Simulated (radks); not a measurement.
The numbers below are computed, except where a source is named.
Question: The mean radii <r> (bohr) of the occupied orbitals of an atom or ion are listed with their occupations. Level of theory: Dirac Kohn-Sham, exchange-only PBE, spin-unpolarised, spherical densities, finite nucleus; Fermi nuclear charge, rms radius of each element as measured or else 0.836 A^(1/3) + 0.57 fm (a radial shooting solver on a logarithmic mesh with Libxc functionals).

orbital  occ.      <r>
1s1/2       2  0.05016
2s1/2       2   0.2141
2p1/2       2   0.1830
2p3/2       1   0.1860

Name the element and its charge. Open shells, if any, fill j = l - 1/2 first.

Answer: Z = 30, zinc, charge +23: Zn23+ in [He] 2s2 2p3. The 1s radius gives Z: for a bare nucleus <r> = (2 gamma + 1)/(2Z) with gamma = sqrt(1 - (Z/c)^2), 0.04919 bohr for Z = 30, and screening makes it slightly larger (0.05016 here). The occupations add up to 7, and the charge is Z minus that.
